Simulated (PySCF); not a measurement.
**How methods differ on the excitation energy of Bi²⁺**

Bi²⁺ [Xe] 4f14 5d10 6s2 6p1 (2P) → Bi²⁺ [Xe] 4f14 5d10 6s2 7s1 (2S), as a difference of total energies. All numbers are calculated (PySCF 2.14, a scalar-relativistic core potential, in aug-cc-pVQZ-PP with one added diffuse shell each of s, p, d, f, g type with ECP60MDF (8s8p6d4f3g, 117 functions)). Correlated levels: valence: 5s2 5p6 5d10 frozen. The calculations carry no spin-orbit coupling.

```
           method  excitation energy (eV)
              UHF                   9.795
              LDA                   9.798
              PBE                   9.607
             PBE0                   9.757
           r2SCAN                   9.875
             MN15                   9.971
          LC-wPBE                  10.019
           revPBE                   9.547
    MP2 (valence)                   9.770
SCS-MP2 (valence)                   9.798
```

Question: How much does correlation contribute at MP2 (valence)?

Answer: 9.770 − (9.795) = -0.025 eV, measured against UHF.

The promoted electron is Rydberg-like, and one or two diffuse shells describe it only roughly, which tends to raise the upper state.
